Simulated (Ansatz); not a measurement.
`B[SiH2]OCC`. The species carries charge 0 and has multiplicity 1.

```xyz
14

B     1.731   -1.045   -1.727
Si   -0.246   -0.902   -1.419
O    -0.710   -0.451    0.098
C    -0.325    0.786    0.663
C    -0.778    0.841    2.101
H     2.564   -0.684   -0.947
H     2.120   -1.501   -2.764
H    -0.914   -2.208   -1.665
H    -0.754    0.083   -2.432
H    -0.774    1.610    0.092
H     0.766    0.905    0.606
H    -1.863    0.734    2.163
H    -0.497    1.796    2.553
H    -0.320    0.036    2.678
```

(1) What are the harmonic wavenumbers in cm⁻¹ at PBE0-D4/def2-TZVP (Ansatz, finite differences of forces, unscaled)? (An estimate is asked.)

(2) Is this a minimum?

(3) Give the ideal-gas thermochemistry at 298.15 K and 1 bar (rigid rotor, harmonic oscillator; point group C1, symmetry number 1).

(4) Rotational constants (cm⁻¹)?

Answers

(1) Ansatz gave: 35, 86, 136, 181, 224, 266, 367, 393, 578, 650, 740, 782, 813, 884, 905, 924, 979, 1124, 1151, 1171, 1178, 1313, 1391, 1422, 1474, 1490, 1514, 2146, 2219, 2580, 2662, 2994, 3026, 3055, 3134, 3139.

(2) Yes, all 36 modes are real.

(3) Zero-point energy 281.9 kJ/mol; H(298) − E = 306.0 kJ/mol; entropy 370.5 J/(mol·K), of which translation 164.7, rotation 112.0, vibration 93.9; G(298) − E = 195.5 kJ/mol. Modes under 100 cm⁻¹ are hindered rotations or soft bends, so the harmonic entropy is rough.

(4) 0.3075, 0.06413, 0.05719.
